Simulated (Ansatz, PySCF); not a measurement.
Al(All)(Cl)(H) (C₃H₆AlCl), SMILES [CH2](C=C)[AlH][Cl]. Atoms are numbered in the order given.

```xyz
11

Al     0.3378     0.2513    -0.0467
C     -0.5768    -1.4786    -0.3121
C     -0.9449    -0.8874    -1.6255
C     -0.0799    -0.6157    -2.6353
H     -1.4311    -1.7538     0.3152
H      0.1628    -2.2901    -0.3771
H     -1.9601    -0.4782    -1.7085
H      0.9468    -0.9968    -2.6348
H     -0.4018    -0.0594    -3.5182
Cl    -0.7867     1.9301     0.6025
H      1.8784     0.4027    -0.3064
```

Coordinates come from a B3LYP-D3(BJ)/def2-SVP optimisation. The structure was generated by enumeration; whether it is a known compound was not checked. One conformer was computed; it need not be the lowest.

Two levels are set side by side: PBE-D3(BJ)/def2-SVP (Ansatz, an electronic-structure program) and B3LYP-D3(BJ)/def2-SVP (Ansatz). Each level has its own optimised geometry; the coordinates shown are those of the second. Frequencies come from the Hessian of PySCF at each geometry. Differences are taken from unrounded values.

| quantity | B3LYP-D3(BJ) |
|---|---|
| mean bond length (Å) | 1.484 |
| bond Al1–C2 (Å) | 1.975 |
| bond Al1–C3 (Å) | 2.331 |
| bond Al1–Cl10 (Å) | 2.122 |
| bond C2–C3 (Å) | 1.487 |
| bond C3–C4 (Å) | 1.357 |
| bond Al1–H11 (Å) | 1.570 |
| bond C2–H5 (Å) | 1.095 |
| bond C2–H6 (Å) | 1.100 |
| bond C3–H7 (Å) | 1.098 |
| bond C4–H8 (Å) | 1.095 |
| bond C4–H9 (Å) | 1.092 |
| highest harmonic wavenumber (cm⁻¹) | 3241 |
| mean harmonic wavenumber (cm⁻¹) | 1269 |
| zero-point energy (kcal/mol) | 49.00 |

**Question.** What does PBE-D3(BJ) give, and how far is it from B3LYP-D3(BJ)? (An estimate is asked for; the answer gives what the named calculation found.)

**Answer.** 
```json
[
 {"quantity": "mean bond length (Å)", "PBE-D3(BJ)": "1.482", "PBE-D3(BJ) minus B3LYP-D3(BJ)": "-0.002"},
 {"quantity": "bond Al1–C2 (Å)", "PBE-D3(BJ)": "2.029", "PBE-D3(BJ) minus B3LYP-D3(BJ)": "0.054"},
 {"quantity": "bond Al1–C3 (Å)", "PBE-D3(BJ)": "2.195", "PBE-D3(BJ) minus B3LYP-D3(BJ)": "-0.136"},
 {"quantity": "bond Al1–Cl10 (Å)", "PBE-D3(BJ)": "2.132", "PBE-D3(BJ) minus B3LYP-D3(BJ)": "0.009"},
 {"quantity": "bond C2–C3 (Å)", "PBE-D3(BJ)": "1.464", "PBE-D3(BJ) minus B3LYP-D3(BJ)": "-0.022"},
 {"quantity": "bond C3–C4 (Å)", "PBE-D3(BJ)": "1.383", "PBE-D3(BJ) minus B3LYP-D3(BJ)": "0.026"},
 {"quantity": "bond Al1–H11 (Å)", "PBE-D3(BJ)": "1.583", "PBE-D3(BJ) minus B3LYP-D3(BJ)": "0.014"},
 {"quantity": "bond C2–H5 (Å)", "PBE-D3(BJ)": "1.100", "PBE-D3(BJ) minus B3LYP-D3(BJ)": "0.005"},
 {"quantity": "bond C2–H6 (Å)", "PBE-D3(BJ)": "1.106", "PBE-D3(BJ) minus B3LYP-D3(BJ)": "0.007"},
 {"quantity": "bond C3–H7 (Å)", "PBE-D3(BJ)": "1.107", "PBE-D3(BJ) minus B3LYP-D3(BJ)": "0.009"},
 {"quantity": "bond C4–H8 (Å)", "PBE-D3(BJ)": "1.103", "PBE-D3(BJ) minus B3LYP-D3(BJ)": "0.008"},
 {"quantity": "bond C4–H9 (Å)", "PBE-D3(BJ)": "1.099", "PBE-D3(BJ) minus B3LYP-D3(BJ)": "0.007"},
 {"quantity": "highest harmonic wavenumber (cm⁻¹)", "PBE-D3(BJ)": "3183", "PBE-D3(BJ) minus B3LYP-D3(BJ)": "-57"},
 {"quantity": "mean harmonic wavenumber (cm⁻¹)", "PBE-D3(BJ)": "1236", "PBE-D3(BJ) minus B3LYP-D3(BJ)": "-34"},
 {"quantity": "zero-point energy (kcal/mol)", "PBE-D3(BJ)": "47.69", "PBE-D3(BJ) minus B3LYP-D3(BJ)": "-1.31"}
]
```
